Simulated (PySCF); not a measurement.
C4H4N, charge -1, singlet, at a GFN2-xTB geometry (in this run its highest filled SCF level lies above zero, so its values depend strongly on the basis, on diffuse functions most of all); HF/STO-3G in PySCF.

Input for PySCF:
```python
from pyscf import gto, scf

mol = gto.M(
    atom='''
H    -0.00206189    0.03049081    2.12624397
N    -0.00126690    0.06226066    1.11454632
C    -0.00536836    1.24878006    0.38025704
C     0.00402321   -1.07819475    0.34249460
C    -0.00216324    0.74976132   -0.93377641
C     0.00353821   -0.66177312   -0.96168226
H     0.00762357   -2.07251365    0.77880786
H    -0.00381748    1.36563644   -1.83533637
H     0.00694517   -1.31087927   -1.83529748
''',
    basis='sto-3g',
    charge=-1,
    verbose=4,
)

mf = scf.RHF(mol)
mf.diis = False
mf.damp = 0.3
mf.diis_start_cycle = 200
mf.max_cycle = 150
mf.kernel()
```

The log (banner, timings and long lists left out):

```
PySCF version 2.14.0

[INPUT] verbose = 4
[INPUT] num. atoms = 9
[INPUT] num. electrons = 36
[INPUT] charge = -1
[INPUT] spin (= nelec alpha-beta = 2S) = 0
[INPUT] symmetry False subgroup None
[INPUT] Mole.unit = angstrom
[INPUT] Symbol           X                Y                Z      unit          X                Y                Z       unit  Magmom
[INPUT]  1 H     -0.002061890000   0.030490810000   2.126243970000 AA   -0.003896407399   0.057619280216   4.018018777308 Bohr   0.0
[INPUT]  2 N     -0.001266900000   0.062260660000   1.114546320000 AA   -0.002394094027   0.117655595735   2.106187297942 Bohr   0.0
[INPUT]  3 C     -0.005368360000   1.248780060000   0.380257040000 AA   -0.010144730138   2.359852303218   0.718581662538 Bohr   0.0
[INPUT]  4 C      0.004023210000  -1.078194750000   0.342494600000 AA    0.007602765042  -2.037492786444   0.647220993142 Bohr   0.0
[INPUT]  5 C     -0.002163240000   0.749761320000  -0.933776410000 AA   -0.004087931142   1.416843553592  -1.764581676480 Bohr   0.0
[INPUT]  6 C      0.003538210000  -0.661773120000  -0.961682260000 AA    0.006686247871  -1.250569953399  -1.817316090253 Bohr   0.0
[INPUT]  7 H      0.007623570000  -2.072513650000   0.778807860000 AA    0.014406459391  -3.916483187923   1.471733559059 Bohr   0.0
[INPUT]  8 H     -0.003817480000   1.365636440000  -1.835336370000 AA   -0.007213991686   2.580678857326  -3.468283085753 Bohr   0.0
[INPUT]  9 H      0.006945170000  -1.310879270000  -1.835297480000 AA    0.013124469189  -2.477202802670  -3.468209594304 Bohr   0.0

nuclear repulsion = 151.68476757258
number of shells = 19
number of NR pGTOs = 87
number of NR cGTOs = 29
basis = sto-3g
ecp = {}

******** <class 'pyscf.scf.hf.RHF'> ********
method = RHF
initial guess = minao
damping factor = 0.3
level_shift factor = 0
DIIS disabled
SCF conv_tol = 1e-09
SCF conv_tol_grad = None
SCF max_cycles = 150
direct_scf = True
direct_scf_tol = 1e-13
Set gradient conv threshold to 3.16228e-05
Initial guess from minao.
init E= -207.079420706187
  HOMO = -0.101498509446526  LUMO = 0.22114206387892  gap/eV = 8.77950
cycle= 1 E= -205.333156435434  delta_E= 1.75  |g|= 0.438  |ddm|= 4.29
  HOMO = 0.0769620134422742  LUMO = 0.507841620211097  gap/eV = 11.72483
cycle= 2 E= -205.408349380993  delta_E= -0.0752  |g|= 0.15  |ddm|= 0.657
  HOMO = 0.0790527992640702  LUMO = 0.590480139270249  gap/eV = 13.91665
cycle= 3 E= -205.416829085617  delta_E= -0.00848  |g|= 0.0654  |ddm|= 0.222
  HOMO = 0.078280867414942  LUMO = 0.606373247129808  gap/eV = 14.37013
cycle= 4 E= -205.41876218191  delta_E= -0.00193  |g|= 0.0346  |ddm|= 0.102
  HOMO = 0.0759199691425962  LUMO = 0.609562533444025  gap/eV = 14.52115
cycle= 5 E= -205.419365232861  delta_E= -0.000603  |g|= 0.02  |ddm|= 0.0566
  HOMO = 0.0744920188432943  LUMO = 0.610028475315746  gap/eV = 14.57269
cycle= 6 E= -205.419588652747  delta_E= -0.000223  |g|= 0.0125  |ddm|= 0.0337
  HOMO = 0.0737953248282406  LUMO = 0.610047127257833  gap/eV = 14.59215
cycle= 7 E= -205.41968129497  delta_E= -9.26e-05  |g|= 0.00816  |ddm|= 0.021
  HOMO = 0.0734731340801356  LUMO = 0.610037142213956  gap/eV = 14.60065
cycle= 8 E= -205.419722477796  delta_E= -4.12e-05  |g|= 0.0055  |ddm|= 0.0136
  HOMO = 0.0733208289500298  LUMO = 0.610045879654776  gap/eV = 14.60503
cycle= 9 E= -205.419741547441  delta_E= -1.91e-05  |g|= 0.00377  |ddm|= 0.00902
  HOMO = 0.0732435835799534  LUMO = 0.610064220226752  gap/eV = 14.60763
cycle= 10 E= -205.41975058591  delta_E= -9.04e-06  |g|= 0.0026  |ddm|= 0.00608
  HOMO = 0.0732005516799294  LUMO = 0.610083283919759  gap/eV = 14.60932
cycle= 11 E= -205.419754927383  delta_E= -4.34e-06  |g|= 0.00181  |ddm|= 0.00415
  HOMO = 0.0731743370296212  LUMO = 0.610099395465416  gap/eV = 14.61048
cycle= 12 E= -205.419757029041  delta_E= -2.1e-06  |g|= 0.00126  |ddm|= 0.00285
  HOMO = 0.0731572584274784  LUMO = 0.610111832257505  gap/eV = 14.61128
cycle= 13 E= -205.419758051248  delta_E= -1.02e-06  |g|= 0.000882  |ddm|= 0.00197
  HOMO = 0.0731456503820074  LUMO = 0.61012101087594  gap/eV = 14.61184
cycle= 14 E= -205.419758549926  delta_E= -4.99e-07  |g|= 0.000617  |ddm|= 0.00136
  HOMO = 0.0731375716290084  LUMO = 0.610127627449463  gap/eV = 14.61224
cycle= 15 E= -205.419758793694  delta_E= -2.44e-07  |g|= 0.000431  |ddm|= 0.000949
  HOMO = 0.0731318809995896  LUMO = 0.610132336768608  gap/eV = 14.61253
cycle= 16 E= -205.419758913025  delta_E= -1.19e-07  |g|= 0.000302  |ddm|= 0.000661
  HOMO = 0.0731278502726904  LUMO = 0.610135664868379  gap/eV = 14.61273
cycle= 17 E= -205.419758971504  delta_E= -5.85e-08  |g|= 0.000212  |ddm|= 0.000461
  HOMO = 0.0731249892165249  LUMO = 0.610138007204113  gap/eV = 14.61287
cycle= 18 E= -205.419759000186  delta_E= -2.87e-08  |g|= 0.000148  |ddm|= 0.000322
  HOMO = 0.0731229576168859  LUMO = 0.610139651657615  gap/eV = 14.61297
cycle= 19 E= -205.419759014262  delta_E= -1.41e-08  |g|= 0.000104  |ddm|= 0.000225
  HOMO = 0.0731215156479799  LUMO = 0.610140804325935  gap/eV = 14.61304
cycle= 20 E= -205.419759021175  delta_E= -6.91e-09  |g|= 7.28e-05  |ddm|= 0.000158
  HOMO = 0.0731204930195872  LUMO = 0.61014161141424  gap/eV = 14.61309
cycle= 21 E= -205.419759024571  delta_E= -3.4e-09  |g|= 5.11e-05  |ddm|= 0.00011
  HOMO = 0.0731197684756868  LUMO = 0.610142176098418  gap/eV = 14.61312
cycle= 22 E= -205.41975902624  delta_E= -1.67e-09  |g|= 3.58e-05  |ddm|= 7.74e-05
  HOMO = 0.0731192556274702  LUMO = 0.610142570958301  gap/eV = 14.61315
cycle= 23 E= -205.419759027062  delta_E= -8.22e-10  |g|= 2.51e-05  |ddm|= 5.42e-05
  HOMO = 0.0731187375147744  LUMO = 0.610142965244162  gap/eV = 14.61317
Extra cycle  E= -205.419759027594  delta_E= -5.32e-10  |g|= 1.44e-05  |ddm|= 5.43e-05
converged SCF energy = -205.419759027594
```
